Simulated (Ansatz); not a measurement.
CH4AlBrO (`[OH][AlH][CH2]Br`), relaxed with RKS PBE-D4/def2-SVP in the Gaussian-basis code of Ansatz from a rough embedded geometry. The force threshold is 0.03 eV/Å; the program also tests the step.

Total charge 0; spin multiplicity 1.

Start:

```xyz
8

O    -0.595    0.975   -1.792
Al   -0.579   -0.373   -0.597
C     0.253   -0.048    1.161
Br    2.060    0.494    1.001
H     0.262    0.856   -2.354
H    -1.219   -1.796   -0.944
H    -0.317    0.811    1.707
H     0.135   -0.919    1.818
```

(1) By how much does the energy fall, and how many steps does the optimiser take? (Estimate.)

(2) Which bonds change most? (Best estimate.)

(3) Give the relaxed structure. (Best estimate.)

Answers

(1) Ansatz gave: 55.80 kJ/mol, in 16 steps, 3 of them rejected.

(2) Computed: Al2–Br4 from 3.205 to 2.770 Å; C3–Br4 from 1.894 to 2.024 Å; O1–Al2 from 1.802 to 1.720 Å; O1–H5 from 1.031 to 0.969 Å.

(3) Ansatz gave: 
```xyz
8

O    -0.487    0.632   -1.956
Al   -0.360   -0.489   -0.658
C     0.050    0.075    1.191
Br    1.985   -0.382    0.814
H    -0.338    1.588   -1.906
H    -0.656   -2.002   -1.021
H     0.045    1.141    1.487
H    -0.239   -0.562    2.048
```
